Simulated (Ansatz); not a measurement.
Basis sets compared for the cluster Li₇Sn. Total charge 0; doublet. Geometry PBE0-D4/def2-TZVP. Ansatz on 4 threads of Intel Xeon Platinum 8488C on a shared host; times are rough, and most runs start from earlier orbitals.

Cartesian coordinates in Å:
```
Li 0.022 -1.617 -0.553
Li 2.703 0.017 0.683
Li -2.220 0.052 -0.142
Li -2.323 -1.925 -2.663
Li -0.373 0.571 -2.311
Li 0.385 -0.385 2.560
Li 1.555 2.325 2.166
Sn 0.252 0.963 0.261
```

In the def2 sets Sn takes a core potential; there is no spin–orbit coupling. At r2SCAN-D4/def2-TZVP, r2SCAN-D4/def2-TZVPD the charge 0 doublet is spin-contaminated (final ⟨S²⟩ up to 0.88, 0.75 for a pure state). The structure comes from a short search, and lower isomers may exist.

Binding counts from free atoms (Li doublet, Sn triplet) in the same basis, without a counterpoise term.

| level | functions | energy (Eh) | HOMO (eV) | LUMO (eV) | binding per atom (eV) | wall time |
| --- | --- | --- | --- | --- | --- | --- |
| PBE-D4/def2-SVP | 89 | -266.8063 | -2.48 | -1.89 | 1.31 | 2.2 s |
| PBE-D4/def2-TZVP | 148 | -266.8549 | -2.53 | -1.94 | 1.27 | 2.3 s |
| r2SCAN-D4/def2-TZVP | 148 | -267.0571 | -2.58 | -1.76 | 1.26 | 11 s |
| PBE0-D4/def2-SVP | 89 | -266.8441 | -2.89 | -1.38 | 1.27 | 4.5 s |
| PBE0-D4/def2-TZVP (with forces) | 148 | -266.8914 | -2.95 | -1.43 | 1.24 | 9.5 s |

(1) Estimate the rows for PBE-D4/def2-TZVPD, r2SCAN-D4/def2-TZVPD, PBE0-D4/def2-TZVPD.

Answers

(1) 
```json
{"level": "PBE-D4/def2-TZVPD", "functions": "175", "energy (Eh)": "-266.8563", "HOMO (eV)": "-2.54", "LUMO (eV)": "-1.96", "binding per atom (eV)": "1.27", "wall time": "4.5 s"}
{"level": "r2SCAN-D4/def2-TZVPD", "functions": "175", "energy (Eh)": "-267.0587", "HOMO (eV)": "-2.58", "LUMO (eV)": "-1.78", "binding per atom (eV)": "1.26", "wall time": "13 s"}
{"level": "PBE0-D4/def2-TZVPD", "functions": "175", "energy (Eh)": "-266.8928", "HOMO (eV)": "-2.96", "LUMO (eV)": "-1.47", "binding per atom (eV)": "1.24", "wall time": "9 s"}
```
